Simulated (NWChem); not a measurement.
Molecule: SiH4SO2; SMILES O[SiH](O)S

```xyz
8

Si     0.0125    -0.4610    -0.3714
O      1.2576    -1.3298     0.2677
O     -1.4011    -1.0482     0.2574
S      0.0415     1.6275     0.1389
H      0.1519    -0.6267    -1.8377
H      1.3296    -1.3401     1.2276
H     -2.1965    -0.5241     0.1254
H      1.0237     1.9285    -0.7385
```
Atoms are numbered in this order, from 1.

Program: NWChem. All runs use the structure optimised with PBE0/def2-SVP. Total energies compare along this basis series because the functional is fixed.

| level | basis functions | energy (Ha) | highest occupied level (eV) | orbital gap (eV) | dipole (D) | relative time |
|---|---|---|---|---|---|---|
| PBE/def2-SVP | 84 | -839.8333 | -6.15 | 5.95 | 0.74 | 1 |
| PBE/def2-SVPD | 129 | -839.8676 | -6.50 | 5.53 | 0.80 | 4 |
| PBE/def2-TZVP | 160 | -840.2799 | -6.40 | 5.68 | 0.83 | 6 |
| PBE/def2-TZVPP | 202 | -840.2840 | -6.40 | 5.68 | 0.79 | 5 |

Relative times are rough (shared machine, one core).
